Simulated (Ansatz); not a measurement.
Relaxation of H4Sn (5 atoms, charge 0, multiplicity 1), to a largest force component of 0.03 eV/Å in at most 50 steps.

Level of theory: RKS PBE0/def2-SVP (Ansatz).

```xyz
5
Properties=species:S:1:pos:R:3
Sn 0.116 0.000 0.082
H 0.721 0.000 1.688
H 1.831 0.000 0.118
H -0.625 1.422 -0.442
H -0.625 -1.422 -0.442
```

Problem. Where does it end, and by what steps?

Solution. The run converged. After 3 steps the energy has fallen by 0.874 eV; H3 moved furthest, 0.49 Å.

```
step  energy less start (eV)  largest force component (eV/Å)  accepted
   0                  0.0000                           1.541       yes
   1                 -0.5562                           0.871       yes
   2                 -0.8319                           0.288       yes
   3                 -0.8736                           0.027       yes
```

```xyz
5
Properties=species:S:1:pos:R:3
Sn 0.283 0.000 0.200
H 0.288 0.000 1.913
H 1.900 0.000 -0.365
H -0.526 1.397 -0.372
H -0.526 -1.397 -0.372
```

Whether the end is a true minimum wasn't checked by a vibrational analysis.

The run took 3.4 s on 1 thread of Intel(R) Xeon(R) 6975P-C (Granite Rapids), with other jobs on the host, peak memory 0.1 GiB.
